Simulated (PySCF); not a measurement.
C6H8O2.
Numbering: `[CH3:1][C:2]1=[CH:3][O:4][CH:5]=[C:6]([CH3:7])[O:8]1` (hydrogens: H9, H10, H11 on C1; H12 on C3; H13 on C5; H14, H15, H16 on C7)

The geometry is computed with GFN2-xTB (gas phase).

Problem. What internal coordinates does the optimisation give?

Solution. 
```tsv
bond	length (Å)
C1–C2, C6–C7	1.491
C2=C3, C5=C6	1.324
C3–O4, O4–C5	1.387
C2–O8, C6–O8	1.395
C1–H9 and 5 like bonds	1.088
C3–H12, C5–H13	1.075
```

Bonds in one row agree within 0.01 Å and their mean is given. A selection of angles:
```tsv
angle	degrees
C2–C1–H9	109.8
H9–C1–H10	109.6
H9–C1–H11	107.7
C1–C2–C3	125.1
C1–C2–O8	112.3
C3–C2–O8	122.5
C2–C3–O4	124.6
C2–C3–H12	123.4
O4–C3–H12	112.0
C3–O4–C5	112.1
C2–O8–C6	113.6
```

Dihedral angles: C1–C2–C3–O4 180° (antiperiplanar); C2–C3–O4–C5 0° (synperiplanar); C3–O4–C5–C6 0° (synperiplanar); O4–C5–C6–C7 180° (antiperiplanar); C5–C6–O8–C2 0° (synperiplanar); C1–C2–O8–C6 180° (antiperiplanar).

The C–C distances run from 1.324 Å (C2=C3, drawn double) to 1.491 Å (C6–C7, drawn single), a spread of 0.167 Å. The 8 heavy atoms lie in one plane (0.002 Å rms). The 6-membered ring C2–C3–O4–C5–C6–O8 has internal angles of 112.1° to 124.6°; it is planar, 0.00 Å rms from its mean plane, widest ring torsion 0°. Of the pairs four or more bonds apart, H10···H12 is among the closest relative to their van der Waals radii: 2.48 Å, 103 % of the sum of Bondi's values.

Point group: C2v (every atom within 0.08 Å of its image). Stationary, but not proved a minimum.
